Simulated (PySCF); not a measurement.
H4O4Si, charge +1, doublet, geometry from GFN2-xTB (a state made from the parent by changing its charge; the spin is typed, not shown lowest); SVWN5/STO-3G (PySCF).

Input for PySCF:
```python
from pyscf import gto, scf, dft

mol = gto.Mole()
mol.atom = '''
    O     0.796124    1.187021   -0.751768
    Si    0.000000    0.000000   -0.000000
    O    -1.092525    0.616850    1.016795
    O    -0.782245   -0.916290   -1.075403
    O     1.078646   -0.887580    0.810376
    H     1.067174    2.052934   -0.435624
    H    -1.477824    0.247941    1.815964
    H    -1.213786   -0.677848   -1.900108
    H     1.624436   -1.623027    0.519767
'''
mol.basis = 'sto-3g'
mol.charge = 1
mol.spin = 1
mol.verbose = 4
mol.symmetry = True
mol.build()

mf = dft.UKS(mol)
mf.xc = 'lda,vwn'
mf.kernel()
mf.analyze()
```

Output, abridged:

```
PySCF version 2.14.0

[INPUT] verbose = 4
[INPUT] num. atoms = 9
[INPUT] num. electrons = 49
[INPUT] charge = 1
[INPUT] spin (= nelec alpha-beta = 2S) = 1
[INPUT] symmetry True subgroup None
[INPUT] Mole.unit = angstrom
[INPUT] Symbol           X                Y                Z      unit          X                Y                Z       unit  Magmom
[...]
nuclear repulsion = 270.656356124806
point group symmetry = C1
symmetry origin: [0. 0. 0.]
symmetry axis x: [1. 0. 0.]
symmetry axis y: [0. 1. 0.]
symmetry axis z: [0. 0. 1.]
num. orbitals of irrep A = 33
number of shells = 21
number of NR pGTOs = 99
number of NR cGTOs = 33
basis = sto-3g
ecp = {}

******** <class 'pyscf.dft.uks.UKS'> ********
method = UKS
initial guess = minao
damping factor = 0
level_shift factor = 0
DIIS = <class 'pyscf.scf.diis.CDIIS'>
diis_start_cycle = 1
diis_space = 8
diis_damp = 0
SCF conv_tol = 1e-09
SCF conv_tol_grad = None
SCF max_cycles = 50
direct_scf = True
direct_scf_tol = 1e-13
number electrons alpha = 25  beta = 24
XC library pyscf.dft.libxc version 7.1.2
    S. Lehtola, C. Steigemann, M. J. T. Oliveira, and M. A. L. Marques,  SoftwareX 7, 1–5 (2018)
XC functionals = lda,vwn
    P. A. M. Dirac,  Math. Proc. Cambridge Philos. Soc. 26, 376 (1930)
    F. Bloch,  Z. Phys. 57, 545 (1929)
    S. H. Vosko, L. Wilk, and M. Nusair,  Can. J. Phys. 58, 1200 (1980)
radial grids:
    Treutler-Ahlrichs [JCP 102, 346 (1995); DOI:10.1063/1.469408] (M4) radial grids

becke partition: Becke, JCP 88, 2547 (1988); DOI:10.1063/1.454033
pruning grids: <function nwchem_prune>
grids dens level: 3
symmetrized grids: True
atomic radii adjust function: <function treutler_atomic_radii_adjust>
small_rho_cutoff = 0
Set gradient conv threshold to 3.16228e-05
tot grids = 114744
init E= -582.753511001018

cycle= 1 E= -581.322813235393  delta_E= 1.43  |g|= 0.635  |ddm|= 2.71
cycle= 2 E= -580.130389555531  delta_E= 1.19  |g|= 1.61  |ddm|= 3.14
cycle= 3 E= -581.464561467371  delta_E= -1.33  |g|= 0.462  |ddm|= 2.68
cycle= 4 E= -581.462060136397  delta_E= 0.0025  |g|= 0.445  |ddm|= 1.59
cycle= 5 E= -581.576280708988  delta_E= -0.114  |g|= 0.215  |ddm|= 0.442
cycle= 6 E= -581.56419663157  delta_E= 0.0121  |g|= 0.245  |ddm|= 1.43
cycle= 7 E= -581.57991872275  delta_E= -0.0157  |g|= 0.205  |ddm|= 0.097
cycle= 8 E= -581.574217879781  delta_E= 0.0057  |g|= 0.22  |ddm|= 1.43
cycle= 9 E= -581.573648989141  delta_E= 0.000569  |g|= 0.222  |ddm|= 0.0181
cycle= 10 E= -581.572993472895  delta_E= 0.000656  |g|= 0.223  |ddm|= 0.0384
cycle= 11 E= -581.572912347094  delta_E= 8.11e-05  |g|= 0.223  |ddm|= 0.00152
cycle= 12 E= -581.574659639752  delta_E= -0.00175  |g|= 0.219  |ddm|= 0.0152
cycle= 13 E= -581.576589971482  delta_E= -0.00193  |g|= 0.213  |ddm|= 0.0837

cycle= 14 E= -581.585930588218  delta_E= -0.00934  |g|= 0.193  |ddm|= 0.301
cycle= 15 E= -581.546209277291  delta_E= 0.0397  |g|= 0.285  |ddm|= 1.42
cycle= 16 E= -581.538355113589  delta_E= 0.00785  |g|= 0.301  |ddm|= 0.0429
cycle= 17 E= -581.545814523818  delta_E= -0.00746  |g|= 0.285  |ddm|= 0.037
cycle= 18 E= -581.548559996801  delta_E= -0.00275  |g|= 0.279  |ddm|= 0.0632
cycle= 19 E= -581.571068727462  delta_E= -0.0225  |g|= 0.229  |ddm|= 0.136
cycle= 20 E= -581.579311548208  delta_E= -0.00824  |g|= 0.207  |ddm|= 0.0747
cycle= 21 E= -581.573445818532  delta_E= 0.00587  |g|= 0.221  |ddm|= 0.146
cycle= 22 E= -581.572062573619  delta_E= 0.00138  |g|= 0.226  |ddm|= 1.43
cycle= 23 E= -581.572585903008  delta_E= -0.000523  |g|= 0.225  |ddm|= 0.154
cycle= 24 E= -581.571440202086  delta_E= 0.00115  |g|= 0.227  |ddm|= 0.112
cycle= 25 E= -581.570755706838  delta_E= 0.000684  |g|= 0.229  |ddm|= 0.00998
cycle= 26 E= -581.580979092011  delta_E= -0.0102  |g|= 0.202  |ddm|= 0.073
cycle= 27 E= -581.566419263844  delta_E= 0.0146  |g|= 0.24  |ddm|= 1.43
cycle= 28 E= -581.566533995467  delta_E= -0.000115  |g|= 0.239  |ddm|= 0.0313
cycle= 29 E= -581.56123946587  delta_E= 0.00529  |g|= 0.253  |ddm|= 0.123
[...]
cycle= 41 E= -581.565771542654  delta_E= 0.00185  |g|= 0.242  |ddm|= 0.042
cycle= 42 E= -581.580732164151  delta_E= -0.015  |g|= 0.203  |ddm|= 1.43
cycle= 43 E= -581.579151745898  delta_E= 0.00158  |g|= 0.208  |ddm|= 0.135
cycle= 44 E= -581.568783352455  delta_E= 0.0104  |g|= 0.234  |ddm|= 0.215
cycle= 45 E= -581.563648805846  delta_E= 0.00513  |g|= 0.245  |ddm|= 0.0703
cycle= 46 E= -581.562075929145  delta_E= 0.00157  |g|= 0.252  |ddm|= 1.44
cycle= 47 E= -581.577734528973  delta_E= -0.0157  |g|= 0.211  |ddm|= 0.134
cycle= 48 E= -581.575652122818  delta_E= 0.00208  |g|= 0.216  |ddm|= 1.43
cycle= 49 E= -581.582965744861  delta_E= -0.00731  |g|=  0.2  |ddm|= 0.146
cycle= 50 E= -581.57587799031  delta_E= 0.00709  |g|= 0.216  |ddm|= 1.41
SCF not converged.
SCF energy = -581.57587799031 after 50 cycles  <S^2> = 0.75089787  2S+1 = 2.0008977
**** SCF Summaries ****
Total Energy =                        -581.575877990309664
Nuclear Repulsion Energy =             270.656356124805768
One-electron Energy =                -1338.745969274734307
Two-electron Energy =                  486.513735159618761
Two-electron Coulomb Energy =          539.963453895455473
DFT Exchange-Correlation Energy =      -53.449718735836697
**** MO energy ****
                             alpha | beta                alpha | beta
[...]
To work with the spin densities directly, `use mulliken_meta_spin()` only printing them here.

 ** Mulliken spin pop alpha/beta on meta-lowdin orthogonal AOs **
 ** Mulliken Spin Density (per AO)  **
spin_pop of  0 O 1s       -0.00000
spin_pop of  0 O 2s        0.00461
spin_pop of  0 O 2px       0.02070
spin_pop of  0 O 2py       0.00788
spin_pop of  0 O 2pz       0.03366
spin_pop of  1 Si 1s       -0.00000
spin_pop of  1 Si 2s       -0.00000
spin_pop of  1 Si 3s       -0.00794
spin_pop of  1 Si 2px      -0.00001
spin_pop of  1 Si 2py      -0.00000
spin_pop of  1 Si 2pz      -0.00001
spin_pop of  1 Si 3px      -0.01314
spin_pop of  1 Si 3py      -0.00862
spin_pop of  1 Si 3pz      -0.00753
spin_pop of  2 O 1s       -0.00000
spin_pop of  2 O 2s        0.00240
spin_pop of  2 O 2px       0.11364
spin_pop of  2 O 2py       0.19261
spin_pop of  2 O 2pz       0.11181
spin_pop of  3 O 1s       -0.00000
spin_pop of  3 O 2s        0.00250
spin_pop of  3 O 2px       0.29214
spin_pop of  3 O 2py       0.10064
spin_pop of  3 O 2pz       0.11827
spin_pop of  4 O 1s       -0.00000
spin_pop of  4 O 2s        0.00435
spin_pop of  4 O 2px       0.01078
spin_pop of  4 O 2py       0.00843
spin_pop of  4 O 2pz       0.04109
spin_pop of  5 H 1s       -0.00714
spin_pop of  6 H 1s       -0.00696
spin_pop of  7 H 1s       -0.00683
spin_pop of  8 H 1s       -0.00733
 ** Mulliken Spin Density (per atom)  **
spin density of  0 O =      0.06685
spin density of  1 Si =     -0.03724
spin density of  2 O =      0.42045
spin density of  3 O =      0.51355
spin density of  4 O =      0.06464
spin density of  5 H =     -0.00714
spin density of  6 H =     -0.00696
spin density of  7 H =     -0.00683
spin density of  8 H =     -0.00733
 ** Mulliken pop alpha/beta on meta-lowdin orthogonal AOs **
 ** Mulliken pop       alpha | beta **
[...]
In total            25.00000 | 24.00000
 ** Mulliken atomic charges   ( Nelec_alpha | Nelec_beta ) **
charge of  0O =     -0.42233  (     4.24459      4.17774 )
charge of  1Si =      0.92303  (     6.51987      6.55710 )
charge of  2O =     -0.06260  (     4.24152      3.82108 )
charge of  3O =      0.04302  (     4.23527      3.72171 )
charge of  4O =     -0.42582  (     4.24523      4.18059 )
charge of  5H =      0.23789  (     0.37748      0.38462 )
charge of  6H =      0.23675  (     0.37815      0.38510 )
charge of  7H =      0.23365  (     0.37976      0.38659 )
charge of  8H =      0.23641  (     0.37813      0.38546 )

WARN: System has nonzero charge 1; the dipole moment is origin-dependent.
Location of origin: [0. 0. 0.]

Dipole moment(X, Y, Z, Debye): -3.51334, -0.92808, -0.62331
```

The run did not converge; its last values are not results.
